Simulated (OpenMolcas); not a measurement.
A run on Cu3+ among 6 point charges of -2.2 e arranged as a tetragonal octahedron (D4h), 1.7 Å from the ion, with the axial distance 1.734 Å.

```yaml
Program: OpenMolcas
Method: "SS-CASPT2, IPEA 0.25 Eh, imaginary shift 0.1 Eh (closed shells correlated: 3s 3p)"
Basis: ANO-RCC-VDZP [5s4p2d1f]
Scalar_Hamiltonian: DKH2, point nucleus
Active_space: 8 electrons in 5 orbitals (3d)
State_averaging: 2S+1 = 3 even, 10 roots; 2S+1 = 1 even, 15 roots
Spin-orbit_coupling: state interaction with AMFI integrals over the reference wave functions
```

First CASPT2 step and the start of its output:

```
&CASPT2
Multistate=10 1 2 3 4 5 6 7 8 9 10
NoMult
Frozen=2 3
IPEA=0.25
Imaginary=0.1
MaxIter=60
WThr=0.0 0.3 0.05
PrWF=0.5
NoMix
```

```
--- CASPT2 ---
Orbital specifications:
      -----------------------

      Symmetry species                           1   2
                                                ag  au
      Frozen orbitals                            2   3
      Inactive orbitals                          1   3
      Active orbitals                            5   0
      Secondary orbitals                         7  13
      Deleted orbitals                           0   0
      Number of basis functions                 15  19
Type of calculation                        SS-CASPT2
      Fock operator                              state-specific
      IPEA shift                                 0.25
      Real shift                                 0.00
      Imaginary shift                            0.10
      The input orbitals will be transformed to quasi-canonical
Reference energy:       -1663.2414750670
      E2 (Non-variational):      -0.4636877930
      Shift correction:          -0.0206386530
      E2 (Variational):          -0.4843264459
      Total energy:           -1663.7258015130
      Residual norm:              0.0000009075
      Reference weight:           0.79641
      Contributions to the CASPT2 correlation energy
      Active & Virtual Only:         -0.2470129261
      One Inactive Excited:          -0.1636413161
      Two Inactive Excited:          -0.0530335508
Reference energy:       -1663.2248567401
      E2 (Non-variational):      -0.5734521725
      Shift correction:          -0.0059048872
      E2 (Variational):          -0.5793570596
      Total energy:           -1663.8042137998
      Residual norm:              0.0000004907
      Reference weight:           0.76187
      Contributions to the CASPT2 correlation energy
      Active & Virtual Only:         -0.3397831652
...
```

Over all roots the printed reference weights run from 0.18 to 0.88, and roots that are degenerate in the reference spread by up to 0.29 cm-1.

Did the run give usable levels, and if not, why?

No. The equations converged, but the reference weight falls to 0.18 for at least one root against 0.88 for the best. A drop of that size marks an intruder state, so the energies of such roots and the levels built on them can't be trusted.
